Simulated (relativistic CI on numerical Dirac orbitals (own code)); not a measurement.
Method of calculation: Dirac-Coulomb-Breit CI, separate exchange-only KLI orbitals for each configuration, a model potential for QED, unscaled Slater integrals (own radial code, finite nucleus).

CI space (outside the closed core [Ne]): 3s, 3p, 3d, 4s, 4p, 4d, 4f, 5s, 5p, 5d, 5f, 5g, 6s, 6p, 6d, 7s, 7p. Levels of other configurations are missing.

At this charge energies of transitions that change n are usually good to better than 1 %, and those within a shell (Δn = 0) to a few per cent.

Outline of the computed level scheme of Sr XXVIII. Lowest level of each configuration: 3s ²S1/2 at 0.000 eV; 3p ²P°1/2 at 61.018 eV; 3d ²D3/2 at 158.535 eV; 4s ²S1/2 at 639.089 eV; 4p ²P°1/2 at 664.014 eV; 4d ²D3/2 at 700.943 eV; 4f ²F°5/2 at 717.439 eV; 5s ²S1/2 at 919.405 eV; 5p ²P°1/2 at 931.877 eV.

Some strong electric-dipole decays among the lowest 15 levels: 4f ²F°7/2 → 3d ²D5/2 (9.1e+12 s⁻¹); 4f ²F°5/2 → 3d ²D3/2 (8.6e+12 s⁻¹); 4d ²D5/2 → 3p ²P°3/2 (4.3e+12 s⁻¹); 4d ²D3/2 → 3p ²P°1/2 (3.5e+12 s⁻¹); 4p ²P°1/2 → 3s ²S1/2 (1.9e+12 s⁻¹); 4p ²P°3/2 → 3s ²S1/2 (1.7e+12 s⁻¹); 4s ²S1/2 → 3p ²P°3/2 (1.6e+12 s⁻¹); 5p ²P°1/2 → 3s ²S1/2 (1.1e+12 s⁻¹).
